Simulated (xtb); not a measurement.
B(Cl)(F)(OAc) (C2H3BClFO2), SMILES CC(=O)OB(F)Cl. All values are semi-empirical tight-binding results from xtb (GFN2-xTB unless named), good for trends rather than for accurate numbers. Coordinates come from a GFN2-xTB optimisation. The structure was generated by enumeration, and PubChem lists no compound with its InChIKey, so it may never have been made. The values are those of a single conformer.

Computed properties:
- orbital gap: 4.32 eV
- dipole moment: 3.75 D
- zero-point energy: 36.0 kcal/mol
- G − E(el) at 298.15 K (modified RRHO): 14.8 kcal/mol
- static polarisability (D4 model): 60.9 bohr³
- solvation energy, GFN2-xTB/ALPB(water): -3.9 kcal/mol
- solvation energy, GFN2-xTB/ALPB(hexane): -5.0 kcal/mol
